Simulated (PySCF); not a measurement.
# Electric field gradients and quadrupole coupling constants

Compound: C4H4O4P (charge -1).
Structure used (GFN2-xTB), in Å, numbered top down from 1:
```
atom  x, y, z in Å
O1     2.1952   -1.7898    0.2490
P2     1.8808   -0.4575   -0.3106
O3     2.2206   -0.0845   -1.7142
O4     2.5064    0.7226    0.6765
C5     0.0858   -0.1218   -0.0374
C6    -0.9333   -1.0045    0.1618
C7    -2.1205   -0.2383    0.2312
C8    -1.7339    1.0550    0.0623
O9    -0.4018    1.1325   -0.1036
H10    2.5338    1.4714    0.0844
H11   -0.8272   -2.0658    0.2530
H12   -3.1216   -0.5940    0.3872
H13   -2.2885    1.9752    0.0426
```

Field gradients from the PBE0/pcSseg-1 density (PySCF, non-relativistic), principal values in atomic units, ordered |Vxx| ≤ |Vyy| ≤ |Vzz|:

```
atom      Vxx      Vyy     Vzz
  O1  -0.2987  -0.4694  0.7680
  O3  -0.3454  -0.4174  0.7628
  O4  -0.0517  -1.3951  1.4468
  O9  -0.7016  -0.7255  1.4271
```

Question: Find the asymmetry η = (Vxx − Vyy)/Vzz and the couplings χ = eQV/h (234.96 MHz × Q in barn × V in au), with Q(17O) = −0.0256 b.

Answer: 
| atom | environment | nucleus | η | χzz (MHz) | χxx (MHz) | χyy (MHz) |
| --- | --- | --- | --- | --- | --- | --- |
| O1 | oxygen bonded to P | 17O | 0.22 | -4.620 | 1.796 | 2.823 |
| O3 | oxygen bonded to P | 17O | 0.09 | -4.588 | 2.077 | 2.511 |
| O4 | hydroxyl oxygen | 17O | 0.93 | -8.70 | 0.31 | 8.39 |
| O9 | furan-type oxygen | 17O | 0.02 | -8.58 | 4.22 | 4.36 |

The gradient is axial or nearly so (η below 0.05) at O9. At O4 η is above 0.9: Vyy and Vzz are nearly equal in size and opposite in sign, so a small change could swap them and flip the sign of χzz. The tensor is traceless: Vxx + Vyy + Vzz = 0.

Question: What is Vzz at O3 in SI units (1 au = 9.71736 × 10²¹ V/m²)?

Answer: 0.7628 au = 7.412 × 10²¹ V/m².

Question: And the gradient at the other heavy atoms, for which no coupling is worked out here?

Answer: 
| atom | environment | Vzz (au) | η |
| --- | --- | --- | --- |
| P2 | phosphoryl phosphorus | -0.918 | 0.62 |
| C5 | substituted aromatic carbon | -0.442 | 0.40 |
| C6 | aromatic CH carbon | 0.178 | 0.57 |
| C7 | aromatic CH carbon | 0.189 | 0.35 |
| C8 | aromatic CH next to a ring oxygen | 0.303 | 0.79 |

Question: What couplings would deuterons (Q(2H) = 0.00286 b) have in place of the hydrogens, at this geometry?

Answer: 
| atom | bonded to | bond length (Å) | Vzz (au) | η | χzz (kHz) |
| --- | --- | --- | --- | --- | --- |
| H10 | O4 | 0.955 | 0.5010 | 0.11 | 337 |
| H11 | C6 | 1.070 | 0.3534 | 0.05 | 238 |
| H12 | C7 | 1.074 | 0.3513 | 0.06 | 236 |
| H13 | C8 | 1.074 | 0.3439 | 0.12 | 231 |

The structure is a single GFN2-xTB conformer in the gas phase; no vibrational or solvent corrections. The pcSseg-1 basis has no diffuse functions, a weakness for an anion. GFN2-xTB bond lengths can be off by several hundredths of an ångström, more for odd bonds, and the gradients follow them. A larger basis could move these couplings by a tenth or more.

These values come from a run that also computed NMR shieldings. Hardware: an Intel Xeon at 2.50 GHz with one thread, on a shared host. Cost: 79 s wall, 65 s CPU, 0.81 GiB resident at most.
